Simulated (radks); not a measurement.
Valence configurations of Co I (all share [Ar]). All-electron calculation, scalar-relativistic Kohn-Sham, PBE, spin-unpolarised, spherical densities, finite nucleus; Fermi nuclear charge, rms radius 3.7875 fm. Program: a radial shooting solver on a logarithmic mesh with Libxc functionals. Energies are relative to 3d7 4s2; eigenvalues in eV.

| valence | E (eV) | e(3d) | e(4p) | e(4s) |
|---|---|---|---|---|
| 3d8 4s1 | -1.203 | -4.238 | - | -4.375 |
| 3d7.5 4s1.5 | -0.960 | -6.044 | - | -4.891 |
| 3d9 | -0.115 | -1.814 | - | - |
| 3d7 4s2 | 0.000 | -8.204 | - | -5.470 |
| 3d7.5 4s1 4p0.5 | 1.012 | -7.011 | -1.506 | -5.543 |
| 3d7 4s1 4p1 | 4.351 | -10.013 | -2.119 | -6.623 |
| 3d7.5 4p1.5 | 5.200 | -8.657 | -2.261 | - |
| 3d7 4p2 | 8.979 | -11.554 | -2.791 | - |
| 3d6 4s2 4p1 | 9.660 | -15.174 | -2.624 | -7.783 |
| 3d6 4s1 4p2 | 14.933 | -16.697 | -3.270 | -8.651 |

NIST lists [Ar] 3d7 4s2 as the ground configuration; this level of theory puts 3d8 4s1 lower, by 1.203 eV. The energies are those of spherical spin-averaged densities, not of single terms.
